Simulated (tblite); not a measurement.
Compound: C₆H₁₃FSi.
Atom-mapped SMILES: `[CH3:1][C:2]([CH3:3])=[CH:4][SiH2:5][C@@H:6]([CH3:7])[F:8]` (hydrogens: H9, H10, H11 on C1; H12, H13, H14 on C3; H15 on C4; H16, H17 on Si5; H18 on C6; H19, H20, H21 on C7)

Computed with GFN2-xTB (tblite), gas phase: L-BFGS steps from a force-field or distance-geometry start until the largest atomic force falls under 0.01 eV/Å.

Step 66: E = -704.8815 eV
```
atom  x, y, z in Å  |  force x, y, z in eV/Å
C1     -2.6613   -1.0228    1.0010   -0.005   0.006  -0.014
C2     -1.7823   -0.2461    0.0645   -0.011  -0.008  -0.027
C3     -2.5064    0.8084   -0.7101   -0.006   0.010  -0.002
C4     -0.4747   -0.4825   -0.0290   -0.004   0.011   0.010
Si5     0.8598    0.4930   -0.9154   -0.019   0.009  -0.017
C6      2.2706    0.5325    0.4079    0.021  -0.008  -0.030
C7      3.4435   -0.3701    0.0719    0.046  -0.030   0.022
F8      2.7539    1.8348    0.5376   -0.019   0.026  -0.006
H9     -3.5445   -1.4001    0.4880    0.011  -0.014  -0.016
H10    -3.0022   -0.3582    1.7960   -0.022  -0.035   0.013
H11    -2.1280   -1.8555    1.4527   -0.019   0.001  -0.013
H12    -3.2602    0.3429   -1.3459    0.018  -0.001   0.003
H13    -3.0270    1.4814   -0.0305   -0.003   0.026   0.010
H14    -1.8338    1.3843   -1.3364    0.014  -0.016   0.012
H15    -0.0908   -1.3085    0.5650   -0.010   0.025   0.031
H16     1.3510   -0.2043   -2.1139   -0.015   0.001   0.025
H17     0.5408    1.8800   -1.2620    0.001  -0.023   0.040
H18     1.8816    0.2817    1.4040    0.023   0.028  -0.024
H19     3.0916   -1.3841   -0.0989   -0.003   0.011  -0.008
H20     4.1731   -0.3831    0.8798    0.018   0.016   0.017
H21     3.9364   -0.0069   -0.8268   -0.015  -0.035  -0.026
```

Step 67: E = -704.8822 eV
```
atom  x, y, z in Å  |  force x, y, z in eV/Å
C1     -2.6594   -1.0231    0.9996   -0.012  -0.002  -0.008
C2     -1.7806   -0.2450    0.0643   -0.026  -0.020  -0.021
C3     -2.5056    0.8078   -0.7115   -0.005   0.008   0.005
C4     -0.4730   -0.4805   -0.0281   -0.015   0.015   0.013
Si5     0.8583    0.4965   -0.9151    0.015   0.010  -0.004
C6      2.2698    0.5308    0.4090    0.008   0.008  -0.026
C7      3.4423   -0.3723    0.0719    0.012  -0.004   0.027
F8      2.7535    1.8327    0.5417   -0.010   0.030  -0.017
H9     -3.5421   -1.4012    0.4855    0.016  -0.005  -0.009
H10    -3.0007   -0.3601    1.7959   -0.023  -0.041   0.006
H11    -2.1256   -1.8565    1.4499   -0.019   0.006  -0.011
H12    -3.2615    0.3411   -1.3439    0.019   0.002   0.001
H13    -3.0236    1.4837   -0.0326    0.000   0.022   0.007
H14    -1.8329    1.3805   -1.3403    0.013  -0.009   0.004
H15    -0.0873   -1.3039    0.5680   -0.014   0.017   0.031
H16     1.3464   -0.1979   -2.1156   -0.008  -0.005   0.017
H17     0.5410    1.8840   -1.2588   -0.002  -0.012   0.040
H18     1.8793    0.2816    1.4053    0.030   0.012  -0.034
H19     3.0906   -1.3875   -0.0846   -0.017  -0.023  -0.022
H20     4.1772   -0.3771    0.8742    0.037   0.026   0.027
H21     3.9248   -0.0168   -0.8351    0.001  -0.034  -0.025
```

Step 68: E = -704.8828 eV
```
atom  x, y, z in Å  |  force x, y, z in eV/Å
C1     -2.6575   -1.0232    0.9979   -0.019  -0.011  -0.003
C2     -1.7795   -0.2442    0.0631   -0.031  -0.022  -0.008
C3     -2.5060    0.8074   -0.7128    0.000   0.002   0.007
C4     -0.4717   -0.4782   -0.0275   -0.021   0.016   0.013
Si5     0.8575    0.4997   -0.9150    0.034   0.007   0.010
C6      2.2698    0.5286    0.4092    0.001   0.025  -0.016
C7      3.4422   -0.3748    0.0727   -0.013   0.005   0.038
F8      2.7532    1.8306    0.5445    0.000   0.032  -0.028
H9     -3.5394   -1.4019    0.4833    0.010  -0.004  -0.009
H10    -2.9994   -0.3619    1.7954   -0.023  -0.039   0.003
H11    -2.1236   -1.8570    1.4471   -0.015   0.004  -0.008
H12    -3.2638    0.3390   -1.3415    0.017   0.007  -0.003
H13    -3.0216    1.4857   -0.0341    0.003   0.017   0.004
H14    -1.8339    1.3772   -1.3446    0.011  -0.002  -0.001
H15    -0.0845   -1.2994    0.5707   -0.019   0.014   0.029
H16     1.3414   -0.1913   -2.1183   -0.001  -0.011   0.007
H17     0.5415    1.8883   -1.2528   -0.004  -0.002   0.037
H18     1.8782    0.2811    1.4053    0.028  -0.004  -0.032
H19     3.0913   -1.3920   -0.0700   -0.020  -0.032  -0.024
H20     4.1831   -0.3692    0.8696    0.035   0.028   0.016
H21     3.9138   -0.0277   -0.8425    0.027  -0.031  -0.033
```

**Question.** Estimate the geometry and energy of step 69. (The exact step hangs on the optimiser's Hessian estimate; all steps are aligned on step 68, rigid shifts and turns removed.)

**Answer.** E = -704.8836 eV, largest force 0.071 eV/Å
```
atom  x, y, z in Å  |  force x, y, z in eV/Å
C1     -2.6570   -1.0237    0.9960   -0.022  -0.021   0.003
C2     -1.7796   -0.2434    0.0623   -0.024  -0.016   0.010
C3     -2.5066    0.8079   -0.7134    0.006  -0.003   0.010
C4     -0.4713   -0.4759   -0.0255   -0.018   0.017   0.012
Si5     0.8568    0.5016   -0.9144    0.038  -0.003   0.025
C6      2.2708    0.5267    0.4079   -0.002   0.039  -0.002
C7      3.4438   -0.3770    0.0738   -0.043   0.031   0.023
F8      2.7524    1.8295    0.5441    0.014   0.032  -0.038
H9     -3.5373   -1.4031    0.4799   -0.006  -0.005  -0.013
H10    -3.0002   -0.3648    1.7947   -0.025  -0.032   0.003
H11    -2.1228   -1.8577    1.4435   -0.007  -0.003  -0.001
H12    -3.2654    0.3382   -1.3396    0.010   0.010  -0.013
H13    -3.0211    1.4881   -0.0355    0.011   0.009   0.002
H14    -1.8341    1.3751   -1.3466    0.008   0.006  -0.009
H15    -0.0828   -1.2948    0.5751   -0.029   0.015   0.022
H16     1.3356   -0.1871   -2.1200    0.007  -0.017  -0.005
H17     0.5418    1.8909   -1.2461   -0.007   0.014   0.031
H18     1.8790    0.2817    1.4039    0.021  -0.020  -0.019
H19     3.0941   -1.3953   -0.0585   -0.029  -0.057  -0.019
H20     4.1886   -0.3622    0.8664    0.044   0.029   0.020
H21     3.9064   -0.0375   -0.8481    0.053  -0.023  -0.041
```

The energy changes by -0.0008 eV. The first-order estimate −F·Δx gives -0.0010 eV and the mean of the old and new forces, exact on a quadratic surface, -0.0008 eV. The step makes an angle of 75° with the force vector and moves no atom by more than 0.014 Å.

What follows is the cost of the whole relaxation. Time: 1.2 s. Hardware: one thread, Arm Neoverse V2 (aarch64), no GPU, shared host.
